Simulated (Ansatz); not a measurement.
Spectroscopic constants of GeF, multiplicity 2 (the spin of the measured ground state). No spin–orbit coupling. Ge is treated without relativity.

D_e counts from the fitted minimum to each atom's lowest state at the same level, without counterpoise.

Correlated levels freeze the inner cores; with def2 sets outer-core shells near the valence are correlated too.

Run with Ansatz (a program for electronic structure) with Gaussian orbitals. Values without a source in brackets are computed.

What bond energy D_e does B2PLYP/def2-TZVPP give?

122.9 kcal/mol

Give the bond energy D_e at the level CCSD(T)/def2-TZVPP.

118.3 kcal/mol

Give the bond energy D_e at the level B97M-V/def2-TZVPP.

124.8 kcal/mol
